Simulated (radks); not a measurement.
Question: The table gives one normalised radial function P(r) = r R(r) (large component) of Sc9+ in [Ne] 3s2 (r in bohr). Calculated with a radial shooting solver on a logarithmic mesh with Libxc functionals: Dirac Kohn-Sham, LB94 model potential, spin-unpolarised, spherical densities, finite nucleus; Fermi nuclear charge, rms radius 3.5459 fm.

| r | P |
|---|---|
| 0.004705 | 0.0063 |
| 0.006584 | 0.0121 |
| 0.009287 | 0.0234 |
| 0.013 | 0.0440 |
| 0.01833 | 0.0827 |
| 0.02565 | 0.1499 |
| 0.0359 | 0.2640 |
| 0.05063 | 0.4522 |
| 0.07085 | 0.7238 |
| 0.09995 | 1.0846 |
| 0.1399 | 1.4563 |
| 0.1973 | 1.7215 |
| 0.2761 | 1.7070 |
| 0.3863 | 1.3500 |
| 0.5449 | 0.7703 |
| 0.7625 | 0.2886 |
| 1.076 | 0.0579 |
| 1.505 | 0.0053 |
| 2.123 | 0.0001 |
| 2.971 | 0.0000 |

Which n and l does it have? It may be an empty orbital.

Answer: n = 2, l = 1: the number of nodes gives n - l - 1 = 0, the rise at small r points to l (this Dirac orbital starts outside the nucleus as r^gamma with gamma = sqrt((l + 1)^2 - (Z/c)^2) = 1.99; the j = 3/2 orbital of l + 1 starts with the same power, but with a smaller coefficient, and then steepens), and the extent must fit the shell. The curve is that of 2p3/2; the two j differ most near the nucleus, where j = l - 1/2 has the larger amplitude, and in heavy atoms j = l - 1/2 is also the more compact. 2p3/2: eigenvalue -607.22 eV, 0 radial nodes, <r> = 0.303 bohr, 90 % of the charge inside 0.498 bohr.
